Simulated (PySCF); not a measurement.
aminoborane (BH4N), SMILES BN. Heavy atoms are numbered as in [BH2:1][NH2:2]. Hydrogens are named by the atom that carries them.

Geometry optimised at PBE-D3(BJ)/def2-TZVP.

Method: PySCF with HF/pcSseg-2.

GIAO shieldings, no solvent; atoms alike by connectivity are averaged. δ = σ(ref) − σ: ¹¹B against BF3 (σ = 104.0 ppm); ¹⁵N against NH3 (σ = 262.2 ppm); ¹H against TMS (σ = 31.98 ppm), references at their B3LYP-D3(BJ)/def2-TZVP geometries, non-relativistic.

```csv
atoms,nucleus,count,δ (ppm)
B1 (BH2),¹¹B,1,[?]
N2 (NH2),¹⁵N,1,[?]
H on B1,¹H,2,4.82
H on N2,¹H,2,4.40
```

Q: Complete the blanks. (Estimate from the structure and the level; the computed values follow.)

A: 
- N2 (NH2), δ (ppm): 99.4
- B1 (BH2), δ (ppm): 30.5
